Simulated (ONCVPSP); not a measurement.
Transferability test, ONCV potential for Zn (Z = 30)

| Item | Value |
| --- | --- |
| Element | Zn |
| Generator | ONCVPSP 4.0.1 |
| Type | optimised norm-conserving Vanderbilt (ONCV) |
| Functional | PBEsol |
| Relativity | scalar-relativistic |
| Frozen core | [Ne] |
| Valence charge | 20 |
| Reference configuration | 3s2 3p6 3d10 4s2 |
| Partial waves | 3s+4s: rc 0.95 bohr, ncon 4, nbas 9, qcut 13.5 1/bohr, 2 projectors; 3p: rc 1.05 bohr, ncon 5, nbas 8, qcut 14.4 1/bohr, 2 projectors, debl 1.3 Ha; 3d: rc 0.75 bohr, ncon 4, nbas 9, qcut 24 1/bohr, 2 projectors, debl 0.6 Ha |
| Local potential | polynomial inside 0.60 bohr (lpopt 5, dvloc0 4 Ha) |
| Core correction | polynomial model core, fcfact 0.75 |

In the p channel the program set the typed energies aside and used -3.060, 0.250 Ha.

Energies are relative to the spin-unpolarised reference configuration 3s2 3p6 3d10 4s2; without spin polarisation the order of configurations can differ from experiment.

Problem. Give the all-electron excitation energy and the error of the potential for: 3s2 3p6 3d10 4s1; 3s2 3p6 3d10 4s0; 3s2 3p6 3d9 4s0; 3s2 3p6 3d10 4s1.5.

Solution.

```json
{"valence configuration": "3s2 3p6 3d10 4s1", "charge": "+1", "ΔE all-electron (eV)": "9.900", "error AE − PS (meV)": "-0.4"}
{"valence configuration": "3s2 3p6 3d10 4s0", "charge": "+2", "ΔE all-electron (eV)": "28.249", "error AE − PS (meV)": "-0.3"}
{"valence configuration": "3s2 3p6 3d9 4s0", "charge": "+3", "ΔE all-electron (eV)": "68.758", "error AE − PS (meV)": "-6.6"}
{"valence configuration": "3s2 3p6 3d10 4s1.5", "charge": "+0.5", "ΔE all-electron (eV)": "3.950", "error AE − PS (meV)": "-0.2"}
```
